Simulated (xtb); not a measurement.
CH₈FNSi₂, SMILES [SiH2]([SiH2]F)CN. All values are semi-empirical tight-binding results from xtb (GFN2-xTB unless named), good for trends rather than for accurate numbers. Geometry optimised at GFN2-xTB. This is a generated structure with no PubChem entry under its InChIKey; it may be hypothetical. Other conformers were not sampled.

Optimised geometry:

Bond lengths (Å): N1–C2 1.460, N1–H6 1.015, N1–H7 1.015, C2–Si3 1.924, C2–H8 1.093, C2–H9 1.093, Si3–Si4 2.300, Si3–H10 1.475, Si3–H11 1.474, Si4–F5 1.617, Si4–H12 1.461, Si4–H13 1.459. Bond angles (°): C2–N1–H6 110.1, C2–N1–H7 110.1, H6–N1–H7 107.3, N1–C2–Si3 114.8, N1–C2–H8 107.0, N1–C2–H9 106.9, Si3–C2–H8 110.7, Si3–C2–H9 110.6, H8–C2–H9 106.4, C2–Si3–Si4 113.5, C2–Si3–H10 106.2, C2–Si3–H11 106.0, Si4–Si3–H10 111.1, Si4–Si3–H11 114.4, H10–Si3–H11 105.0, Si3–Si4–F5 108.1, Si3–Si4–H12 117.2, Si3–Si4–H13 115.7, F5–Si4–H12 102.4, F5–Si4–H13 102.4, H12–Si4–H13 109.1.

```json
{
 "orbital_gap": "3.71 eV",
 "dipole_moment": "2.25 D",
 "zero_point_energy": "55.6 kcal/mol",
 "G − E(el) at 298.15 K (modified RRHO)": "34.2 kcal/mol",
 "static polarisability (D4 model)": "81.7 bohr³",
 "solvation energy, GFN2-xTB/ALPB(water)": "-3.0 kcal/mol",
 "solvation energy, GFN2-xTB/ALPB(acetone)": "-5.2 kcal/mol"
}
```

Computed atomic charges and the Wiberg bond orders between heavy atoms:
charges (e) N1 -0.34, C2 -0.09, Si3 0.37, Si4 0.45, F5 -0.30, H6 0.13, H7 0.13, H8 0.03, H9 0.02, H10 -0.12, H11 -0.10, H12 -0.09, H13 -0.10. Bond orders N1–C2 1.03, C2–Si3 0.88, Si3–Si4 0.82, Si4–F5 1.09.
